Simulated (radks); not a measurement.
Q: All-electron atom: Tl XXVIII in [Kr] 4d10 4f8. Calculated with a radial shooting solver on a logarithmic mesh with Libxc functionals: scalar-relativistic Kohn-Sham, PBEsol, spin-polarised, spherical densities, finite nucleus; open shells are filled with parallel spins first (spin-orbit coupling, left out, can overturn this in heavy ions); Fermi nuclear charge, rms radius 5.4759 fm. Some entries of the table are withheld. Estimate them.

orbital  occ.  eigenvalue (eV)  <r^2> (bohr^2)
1s down     1        -86410.06       0.0003692
1s up       1        -86410.04       0.0003692
2s up       1        -16089.65        0.005609
2s down     1        -16089.36        0.005608
2p up       3        -13965.42        0.004756
2p down     3        -13965.19        0.004755
3s up       1        -4487.837         0.03599
3s down     1        -4481.175         0.03593
3p up       3        -3875.637         0.03713
3p down     3        -3868.848         0.03705
3d up       5        -3240.956         0.03072
3d down     5        -3235.727         0.03062
4s up       1        -1615.599          0.1636
4s down     1        -1605.533          0.1639
4p up       3        -1407.184          0.1827
4p down     3        -1397.604          0.1832
4d up       5        -1165.840          0.1947
4d down     5        -1156.382          0.1956
4f up       7        -904.7802             (1)
4f down     1        -894.3194             (2)
5s up       0        -791.8255             (3)
5s down     0        -786.9137             (4)
5p up       0        -711.8900          0.6599
5p down     0        -707.5352          0.6649

A: 
(1) 4f up <r^2> (bohr^2): 0.1868
(2) 4f down <r^2> (bohr^2): 0.1886
(3) 5s up <r^2> (bohr^2): 0.5811
(4) 5s down <r^2> (bohr^2): 0.5853
